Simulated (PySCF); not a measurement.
The isolated species `CS[SiH2][SeH]` is ionised with synchrotron light (hν = 3500.0 eV). Calculated photoelectron kinetic energies of its computed core levels, recoil neglected:

```csv
line,kinetic energy (eV)
1,3392.62
2,3392.00
3,3208.42
4,1652.76
5,1023.14
```

Method: delta-SCF UKS SCAN, pcX-2 on the ionised atom, pcseg-1 elsewhere, spin-free X2C in PySCF.

Q: Which element, shell and site does each line come from? Numbering: `[CH3:1][S:2][SiH2:3][SeH:4]`.

A: Against the vacuum level, binding energy = hν − kinetic energy.

```
line  binding energy (eV)     level  atoms                environment
   1               107.38  Si 2p3/2    Si3               SiH2 silicon
   2               108.00  Si 2p1/2    Si3               SiH2 silicon
   3               291.58      C 1s     C1            S-methyl carbon
   4              1847.24     Si 1s    Si3               SiH2 silicon
   5              2476.86      S 1s     S2  sulfur bonded to C and Si
```

Q: Where does line 2 move with hν = 800.0 eV?

A: To 800.0 − 108.00 = 692.00 eV; every photoline shifts by the change in photon energy, -2700.0 eV.

Q: Express the binding energy of S 1s of S2 in atomic units and per mole.

A: 2476.86 eV = 91.0229 Eh = 238981 kJ/mol.

Other core shells, valence and Auger electrons aren't listed. Not every level is listed. Spin–orbit coupling isn't in the SCF: each 2p doublet comes from a relaxed spin-free hole plus a matrix of the shell (mean-field spin–orbit coupling and the ground-state 2p splitting), with 2p3/2 averaged over its two sublevels. 2p1/2 minus 2p3/2 (ligand field included): Si 0.63 eV. No level of selenium is listed. The structure is a single PBE0-D3(BJ)/def2-SVP conformer in the gas phase; no vibrational or solvent corrections.

Shape of the structure used: `[CH3:1][S:2][SiH2:3][SeH:4]`: C1–S2–Si3–Se4 179°, H–Se4–Si3–S2 2°.
